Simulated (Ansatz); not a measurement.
# Molecular dynamics of ClF₂HOTi

input.yaml

```yaml
crystal:
  periodic: [false, false, false]
  atoms:
    - { symbol: Ti, position_ang: [-0.095786, 0.040435, -0.04895] }
    - { symbol: O, position_ang: [-0.370622, 0.106401, 1.668864] }
    - { symbol: H, position_ang: [-0.357415, -0.432397, 2.466448] }
    - { symbol: Cl, position_ang: [2.055887, -0.05688, -0.449904] }
    - { symbol: F, position_ang: [-0.790494, 1.446806, -0.780269] }
    - { symbol: F, position_ang: [-0.83997, -1.385764, -0.68709] }
basis:
  gaussian: { orbitals: def2-SVP }
hamiltonian:
  xc: pbe0
md:
  timestep: 0.5
  n_steps: 100
  ensemble: nvt_langevin
  temperature: 2000.0
  initial_velocities: maxwell_boltzmann
  seed: 320177
  friction: 0.005
```

Command:

```bash
$ ansatz run input.yaml --threads 2 --pin off --max-ram 3072MiB --backend cpu --events-out ev --progress --plain --runs-dir out
```

It starts from a relaxed structure.

Output, in part (one step line in 2, the closing report, with atoms numbered from 0):

```
md step     0: t =     0.00 fs  T =  1666.7 K  F+E_penalty+E_count = -43112.52490748 eV  E_kin = 1.292600 eV  (30 SCF iters)
md step     2: t =     1.00 fs  T =  1619.9 K  F+E_penalty+E_count = -43112.43977956 eV  E_kin = 1.256310 eV  (36 SCF iters)
md step     4: t =     2.00 fs  T =  1650.1 K  F+E_penalty+E_count = -43112.32866573 eV  E_kin = 1.279734 eV  (37 SCF iters)
md step     6: t =     3.00 fs  T =  1779.9 K  F+E_penalty+E_count = -43112.39831322 eV  E_kin = 1.380450 eV  (35 SCF iters)
md step     8: t =     4.00 fs  T =  1769.3 K  F+E_penalty+E_count = -43112.40824514 eV  E_kin = 1.372166 eV  (35 SCF iters)
md step    10: t =     5.00 fs  T =  1613.0 K  F+E_penalty+E_count = -43112.26708187 eV  E_kin = 1.250980 eV  (36 SCF iters)
md step    12: t =     6.00 fs  T =  1368.2 K  F+E_penalty+E_count = -43112.14501174 eV  E_kin = 1.061148 eV  (37 SCF iters)
md step    14: t =     7.00 fs  T =  1514.8 K  F+E_penalty+E_count = -43112.12949543 eV  E_kin = 1.174785 eV  (37 SCF iters)
md step    16: t =     8.00 fs  T =  1649.7 K  F+E_penalty+E_count = -43112.15450567 eV  E_kin = 1.279477 eV  (30 SCF iters)
md step    18: t =     9.00 fs  T =  1567.8 K  F+E_penalty+E_count = -43112.05577133 eV  E_kin = 1.215943 eV  (36 SCF iters)
md step    20: t =    10.00 fs  T =  1303.6 K  F+E_penalty+E_count = -43111.85129352 eV  E_kin = 1.011058 eV  (37 SCF iters)
md step    22: t =    11.00 fs  T =  1318.4 K  F+E_penalty+E_count = -43111.85832966 eV  E_kin = 1.022537 eV  (37 SCF iters)
md step    24: t =    12.00 fs  T =  1468.1 K  F+E_penalty+E_count = -43111.93242329 eV  E_kin = 1.138619 eV  (36 SCF iters)
md step    26: t =    13.00 fs  T =  1399.5 K  F+E_penalty+E_count = -43111.81110533 eV  E_kin = 1.085395 eV  (37 SCF iters)
md step    28: t =    14.00 fs  T =  1212.8 K  F+E_penalty+E_count = -43111.65963899 eV  E_kin = 0.940589 eV  (38 SCF iters)
md step    30: t =    15.00 fs  T =  1172.8 K  F+E_penalty+E_count = -43111.60910120 eV  E_kin = 0.909587 eV  (38 SCF iters)
md step    32: t =    16.00 fs  T =  1378.4 K  F+E_penalty+E_count = -43111.69388042 eV  E_kin = 1.069060 eV  (38 SCF iters)
md step    34: t =    17.00 fs  T =  1481.7 K  F+E_penalty+E_count = -43111.77079610 eV  E_kin = 1.149153 eV  (37 SCF iters)
md step    36: t =    18.00 fs  T =  1274.7 K  F+E_penalty+E_count = -43111.65885488 eV  E_kin = 0.988576 eV  (36 SCF iters)
md step    38: t =    19.00 fs  T =  1052.6 K  F+E_penalty+E_count = -43111.55075373 eV  E_kin = 0.816332 eV  (37 SCF iters)
md step    40: t =    20.00 fs  T =  1116.9 K  F+E_penalty+E_count = -43111.68686779 eV  E_kin = 0.866258 eV  (38 SCF iters)
md step    42: t =    21.00 fs  T =  1050.6 K  F+E_penalty+E_count = -43111.74633237 eV  E_kin = 0.814788 eV  (37 SCF iters)
md step    44: t =    22.00 fs  T =   981.5 K  F+E_penalty+E_count = -43111.63016964 eV  E_kin = 0.761225 eV  (38 SCF iters)
md step    46: t =    23.00 fs  T =   867.6 K  F+E_penalty+E_count = -43111.54299693 eV  E_kin = 0.672881 eV  (38 SCF iters)
md step    48: t =    24.00 fs  T =   950.7 K  F+E_penalty+E_count = -43111.61140197 eV  E_kin = 0.737308 eV  (38 SCF iters)
md step    50: t =    25.00 fs  T =  1169.7 K  F+E_penalty+E_count = -43111.77210021 eV  E_kin = 0.907184 eV  (37 SCF iters)
md step    52: t =    26.00 fs  T =  1238.5 K  F+E_penalty+E_count = -43111.85290300 eV  E_kin = 0.960497 eV  (37 SCF iters)
md step    54: t =    27.00 fs  T =  1163.2 K  F+E_penalty+E_count = -43111.74931276 eV  E_kin = 0.902153 eV  (37 SCF iters)
md step    56: t =    28.00 fs  T =  1122.1 K  F+E_penalty+E_count = -43111.74538848 eV  E_kin = 0.870288 eV  (38 SCF iters)
md step    58: t =    29.00 fs  T =  1327.5 K  F+E_penalty+E_count = -43111.90456803 eV  E_kin = 1.029545 eV  (38 SCF iters)
md step    60: t =    30.00 fs  T =  1332.6 K  F+E_penalty+E_count = -43111.91241182 eV  E_kin = 1.033482 eV  (38 SCF iters)
md step    62: t =    31.00 fs  T =  1154.8 K  F+E_penalty+E_count = -43111.79411282 eV  E_kin = 0.895590 eV  (38 SCF iters)
md step    64: t =    32.00 fs  T =  1168.8 K  F+E_penalty+E_count = -43111.71582071 eV  E_kin = 0.906456 eV  (38 SCF iters)
md step    66: t =    33.00 fs  T =  1195.6 K  F+E_penalty+E_count = -43111.76245585 eV  E_kin = 0.927242 eV  (38 SCF iters)
md step    68: t =    34.00 fs  T =  1340.9 K  F+E_penalty+E_count = -43111.84036002 eV  E_kin = 1.039955 eV  (32 SCF iters)
md step    70: t =    35.00 fs  T =  1261.3 K  F+E_penalty+E_count = -43111.76767959 eV  E_kin = 0.978231 eV  (37 SCF iters)
md step    72: t =    36.00 fs  T =  1060.4 K  F+E_penalty+E_count = -43111.59200923 eV  E_kin = 0.822401 eV  (38 SCF iters)
md step    74: t =    37.00 fs  T =  1007.2 K  F+E_penalty+E_count = -43111.60533524 eV  E_kin = 0.781138 eV  (38 SCF iters)
md step    76: t =    38.00 fs  T =  1130.6 K  F+E_penalty+E_count = -43111.67240140 eV  E_kin = 0.876837 eV  (38 SCF iters)
md step    78: t =    39.00 fs  T =   994.5 K  F+E_penalty+E_count = -43111.57064639 eV  E_kin = 0.771262 eV  (38 SCF iters)
md step    80: t =    40.00 fs  T =   682.8 K  F+E_penalty+E_count = -43111.42980006 eV  E_kin = 0.529568 eV  (38 SCF iters)
md step    82: t =    41.00 fs  T =   681.9 K  F+E_penalty+E_count = -43111.41689663 eV  E_kin = 0.528881 eV  (37 SCF iters)
md step    84: t =    42.00 fs  T =   750.4 K  F+E_penalty+E_count = -43111.52371933 eV  E_kin = 0.581944 eV  (38 SCF iters)
md step    86: t =    43.00 fs  T =   882.2 K  F+E_penalty+E_count = -43111.62309076 eV  E_kin = 0.684164 eV  (36 SCF iters)
md step    88: t =    44.00 fs  T =   785.0 K  F+E_penalty+E_count = -43111.57559222 eV  E_kin = 0.608795 eV  (38 SCF iters)
md step    90: t =    45.00 fs  T =   877.2 K  F+E_penalty+E_count = -43111.55333963 eV  E_kin = 0.680326 eV  (36 SCF iters)
md step    92: t =    46.00 fs  T =  1047.1 K  F+E_penalty+E_count = -43111.69385127 eV  E_kin = 0.812106 eV  (37 SCF iters)
md step    94: t =    47.00 fs  T =  1030.0 K  F+E_penalty+E_count = -43111.71289451 eV  E_kin = 0.798811 eV  (37 SCF iters)
md step    96: t =    48.00 fs  T =   858.5 K  F+E_penalty+E_count = -43111.62485940 eV  E_kin = 0.665822 eV  (36 SCF iters)
md step    98: t =    49.00 fs  T =   778.9 K  F+E_penalty+E_count = -43111.58363856 eV  E_kin = 0.604067 eV  (37 SCF iters)
md step   100: t =    50.00 fs  T =   785.6 K  F+E_penalty+E_count = -43111.62174870 eV  E_kin = 0.609318 eV  (31 SCF iters)
Total energy: -43111.62182785 eV, -1584.3228800668 hartree
Atom 0 at    -0.032878    -0.161491    -0.150807 Å, force    -1.704857     0.284248    -0.567624 eV/Å
Atom 1 at     0.202349    -0.204732     1.575078 Å, force     1.500959     1.361190     1.363097 eV/Å
Atom 2 at     1.039991     0.357601     1.794450 Å, force    -2.258923    -1.485370    -0.190927 eV/Å
Atom 3 at     1.977511     0.304578    -0.471596 Å, force     2.927281    -0.266043    -1.120122 eV/Å
Atom 4 at    -0.486445     1.389781    -0.771284 Å, force    -0.914876     0.141094     0.284823 eV/Å
Atom 5 at    -1.079461    -1.367300    -0.887212 Å, force     0.450414    -0.035118     0.230753 eV/Å
Dipole moment:     0.209786    -0.016878     0.279059 e Å
```

The run went to its last step. The mean temperature of the second half is 48 % below the set value. A run of 0.05 ps of so small a system gives no equilibrium averages.

The same pairs are bonded in the first frame and the last. Pairs count as bonded within 1.25 times the sum of covalent radii (0.12 Å more for H–H).

Last frame:

```xyz
6
Properties=species:S:1:pos:R:3
Ti -0.033 -0.162 -0.151
O 0.202 -0.205 1.575
H 1.040 0.358 1.794
Cl 1.978 0.305 -0.472
F -0.486 1.390 -0.771
F -1.079 -1.367 -0.887
```

Run time: 8.7 min on 2 threads of Arm Neoverse N1 (shared host), peak memory 0.22 GiB.
